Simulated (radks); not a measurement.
Spherical quantum dot in the effective-mass picture: electrons in a well V = -V0 / (1 + exp((r - R)/a)) with V0 = 43.4, R = 1.29, a = 0.13, all in effective atomic units (hartree* = m*/eps^2 hartree, bohr* = eps/m* bohr), one dielectric constant everywhere. Method: non-relativistic Kohn-Sham, PBE, spin-polarised, spherical densities; computed with a radial shooting solver with Libxc functionals. Levels are named by radial order and angular momentum (1s, 1p, 1d, 2s, ...), and open shells are averaged over m.

N = 21, configuration 1s2 1p6 1d10 2s2 1f(up 1, down 0). This is the lowest configuration that the search found. Occupied and some empty levels:

level    occupation  eigenvalue (hartree*)  <r> (bohr*)
1s up             1                -17.021       0.7366
1s down           1                -16.993       0.7355
1p up             3                -14.657       0.8319
1p down           3                -14.621       0.8313
1d up             5                -11.360       0.9022
1d down           5                -11.319       0.9018
2s up             1                -8.5904       0.6992
2s down           1                -8.5687       0.6997
1f up             1                -7.3275       0.9605
1f down           0                -7.2825       0.9604
2p up             0                -3.8937       0.8141
2p down           0                -3.8703       0.8143
1g up             0                -2.6848        1.013
1g down           0                -2.6384        1.013

Energy (hartree*): total -485.398, kinetic 136.19, external -830.50, Hartree 233.07, exchange-correlation -24.161.

Electron density:

r (bohr*)  n(r) (e/bohr*^3)
0.0353                4.715
0.169                 4.319
0.302                 3.695
0.435                 3.339
0.568                 3.543
0.701                 4.017
0.835                 3.988
0.968                 2.971
1.10                  1.488
1.23                 0.4774
1.37                 0.1029
1.50                0.01687
1.63               0.002514
1.77              0.0003684
